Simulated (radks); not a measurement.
Results of a calculation; reference values are marked as such.
Species: Fe. Configuration: [Ar] 3d6 4s1.5 4p0.5 (fractional occupations, a model configuration).

Code: a radial shooting solver on a logarithmic mesh with Libxc functionals. Model: Dirac Kohn-Sham, PBEsol, spin-unpolarised, spherical densities, finite nucleus; open shells fill j = l - 1/2 first; Fermi nuclear charge, rms radius 3.7377 fm.

Energy parts (Ry):
| part | energy |
|---|---|
| total | -2542.43781 |
| kinetic | 2577.49743 |
| electron-nucleus | -6086.06432 |
| Hartree | 1074.81297 |
| exchange-correlation | -108.68389 |

Orbitals (lengths in bohr, moments of r in powers of bohr):
orbital,occ.,eigenvalue (Ry),<r>,<r^4>,<r^2>
1s1/2,2,-513.8235,0.05849,0.00005445,0.004601
2s1/2,2,-60.22112,0.2670,0.01240,0.08422
2p1/2,2,-51.95330,0.2336,0.009208,0.06716
2p3/2,4,-51.03741,0.2366,0.009616,0.06879
3s1/2,2,-6.95214,0.8114,0.9424,0.7606
3p1/2,2,-4.54176,0.8521,1.301,0.8574
3p3/2,4,-4.42833,0.8615,1.361,0.8766
3d3/2,4,-0.62085,1.131,8.826,1.724
3d5/2,2,-0.60963,1.137,9.087,1.746
4s1/2,1.5,-0.43071,2.939,174.1,10.04
4p1/2,0.5,-0.12943,4.235,920.9,21.59
4p3/2,0,-0.12581,4.290,969.4,22.14

The highest occupied level is 4p1/2 at -1.761 eV. The density falls to 0.001 e/bohr^3 at r = 4.55 bohr. The electron density at the nucleus is 1.506e+04 e/bohr^3.
